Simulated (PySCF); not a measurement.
# Vibration and rotation of GeB⁺

UHF-CCSD(T) constants of GeB⁺, ³Π (triplet), unpaired electrons σ ↑, π ↑ (basis Ge jorge-DZP-DKH, B jorge-DZP-DKH; spin-free X2C with a Gaussian nucleus; PySCF 2.14; masses 73.9212 and 11.0093 u):

```
ωe            : 452.6 cm⁻¹
ωexe          : 6.33 cm⁻¹
Be            : 0.37101 cm⁻¹
αe            : 0.00507 cm⁻¹
De to Ge⁺ + B : 1.92 eV
```

What force constant and bond length do these constants imply?

Reduced mass μred = 9.5822 u; k = 5.8918×10⁻⁷·μred·ωe² (u, cm⁻¹, mdyn/Å) = 1.16 mdyn/Å; Re = √(16.8576/(μred·Be)) (u, cm⁻¹, Å) = 2.178 Å.

Estimate the centrifugal constant D from the Kratzer relation and find the Dunham coefficient a1.

D = 4Be³/ωe² = 9.97e-07 cm⁻¹; a1 = −1 − αeωe/(6Be²) = -3.78.

Correlated steps freeze 10 core orbitals. Correlated levels converge slowly with the basis: in double zeta they bind strong bonds too weakly, by up to about 1 eV, and carry superposition errors of some tenths. Spin–orbit coupling is left out. For an ion De counts to the pair picked by the measured ionisation energies or electron affinities, which need not be the lowest pair at this level. The state was picked by a PBE0 search and need not be the measured ground state.
